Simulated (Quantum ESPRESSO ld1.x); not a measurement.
The numbers below are computed, except where a source is named.
All-electron atom: Li in [He] 6f1 (not the ground configuration). Level of theory: non-relativistic Kohn-Sham, LDA (Slater exchange, VWN5 correlation), spin-polarised, spherical densities, point nucleus; open shells are filled with parallel spins first (ld1.x of Quantum ESPRESSO 7.5).

Unscreened Slater integrals over Kohn-Sham orbitals (eV). They are taken over the spin-up orbitals.

integral,value
"F0(6f,6f)",0.54342
"F2(6f,6f)",0.28337
"F4(6f,6f)",0.20292
"F6(6f,6f)",0.16104
"F0(6f,1s)",0.80406
"G3(6f,1s)",1.1299e-06
"F0(1s,1s)",44.134

Derived for the open shells (J is the average intra-shell exchange parameter used in DFT+U). 6f: F4/F2 = 0.716, F6/F2 = 0.568, J = (286 F2 + 195 F4 + 250 F6)/6435 = 0.02500 eV.
